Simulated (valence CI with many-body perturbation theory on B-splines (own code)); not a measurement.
**Assign the levels of Nd⁺**

Calculated by relativistic CI+MBPT: five valence electrons over a frozen Dirac-Fock core [Xe], radial functions for each j: 7 s, 7 p, 7 d, 7 f, 4 g, 2 h, with the one-electron correlation potential Σ1, the two-electron term Σ2, the three-electron term Σ3, Breit, model QED; the open f shell's mean field enters the energy denominators; selected CI, second order for the rest, scaled by the run's own slope (own B-spline code, finite nucleus).

Against 20 measured levels this calculation errs by 362 cm⁻¹ on average and by 604 at most. These come from a selection out of the NIST Handbook of Basic Atomic Spectroscopic Data. Levels without a partner in it may be off by more, other configurations by several thousand cm⁻¹. Not all symmetries were solved, so the list stops early. Among the levels kept, up to 2100 cm⁻¹ of a level comes from second order outside the variational space, and about a tenth of that is noise between levels of different J, which matters for small intervals. Only levels of the ground parity were solved; by the run's estimate the other parity begins above the list, which can be wrong where configurations are misplaced.

| No. | J | Parity | E (cm⁻¹) | g |
| --- | --- | --- | --- | --- |
| 1 | 7/2 | even | 0.0 | 0.452 |
| 3 | 11/2 | even | 1571 | 1.023 |
| 5 | 13/2 | even | 2811 | 1.152 |
| 8 | 15/2 | even | 4062 | 1.234 |
| 10 | 13/2 | even | 4954 | 0.857 |
| 11 | 17/2 | even | 5438 | 1.291 |
| 12 | 9/2 | even | 5482 | 0.558 |
| 13 | 15/2 | even | 6170 | 1.006 |
| 15 | 11/2 | even | 6500 | 0.847 |
| 16 | 7/2 | even | 7037 | 0.500 |
| 17 | 17/2 | even | 7436 | 1.108 |
| 18 | 13/2 | even | 7561 | 1.016 |
| 19 | 9/2 | even | 8023 | 0.845 |
| 20 | 3/2 | even | 8123 | 0.025 |

Energies count from the lowest level. Strongly mixed levels and levels close to another of their J and parity are left out, so the numbers can have gaps.

Give configuration and LS term of each level.

1: 4f4.6s 6I; 3: 4f4.6s 6I; 5: 4f4.6s 6I; 8: 4f4.6s 6I; 10: 4f4.5d 6L; 11: 4f4.6s 6I; 12: 4f4.5d 6K; 13: 4f4.5d 6L; 15: 4f4.5d 6K; 16: 4f4.5d 6I; 17: 4f4.5d 6L; 18: 4f4.5d 6K; 19: 4f4.5d 6I; 20: 4f4.5d 6G.
